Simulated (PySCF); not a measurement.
CH5Si, SMILES C[SiH2], multiplicity 2.

The structure is a stationary point at TPSSh-D3(BJ)/def2-TZVP. The isomer is the one that the SMILES or the coordinates give; other isomers of the formula were not compared.

These are SMD-M06-2X/def2-SVP (PySCF) values and carry that method's errors.

Solvation free energies are E(SMD) − E(gas) at the gas-phase geometry, for 1 M in both phases. In vacuum the dipole moment is 0.75 D.

Question: Estimate the solvation free energies in water, diethylether, methanol. (Estimate from the structure and the level; the computed values follow.)

Answer: 
| solvent | ΔG(solv) (kcal/mol) | its non-electrostatic (CDS) part | dipole (D) |
|---|---|---|---|
| water | 1.7 | 2.5 | 1.00 |
| diethylether | -1.1 | -0.6 | 0.92 |
| methanol | -0.8 | 0.0 | 1.00 |
